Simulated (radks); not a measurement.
The numbers below are computed, except where a source is named.
Neutral iridium inside a hard spherical wall (all orbitals vanish at R), configuration held at [Xe] 4f14 5d7 6s2 and not refilled when levels cross. Level of theory: scalar-relativistic Kohn-Sham, r2SCAN, spin-unpolarised, spherical densities, finite nucleus; meta-GGA in the generalised Kohn-Sham scheme; Fermi nuclear charge, rms radius 5.4032 fm (a radial shooting solver on a logarithmic mesh with Libxc functionals). Eigenvalues in eV, with the zero of energy where the potential of the charges vanishes at infinity; a dash marks a level that is unbound or too diffuse for the functional's potential to be trusted. A positive occupied level is held by the wall or, in an anion where self-interaction has pushed it up, behind a barrier. The pressure on the wall is -dE/dV.

R (bohr)  E (hartree)  kinetic (hartree)    e(4f)    e(5p)   e(5d)   e(6s)  e(6p, empty)  e(7s, empty)  pressure (GPa)
free      -17826.0782          19811.082  -63.021  -56.261  -7.345  -6.538        -0.892             -               0
20        -17826.0782          19811.082  -63.021  -56.261  -7.345  -6.538        -0.892             -        < 0.0001
15        -17826.0782          19811.082  -63.021  -56.261  -7.345  -6.538        -0.887         0.831        < 0.0001
12        -17826.0782          19811.082  -63.021  -56.260  -7.344  -6.537        -0.864         1.519        0.000151
6         -17826.0520          19811.283  -62.205  -55.462  -6.621  -5.774         1.043        12.506            2.34
4         -17825.6314          19813.417  -56.589  -50.322  -1.908   0.635        11.368        46.276            98.7
1.5       -17764.6743          20023.363   76.723   82.494  162.93  360.47        426.90        873.36          185000
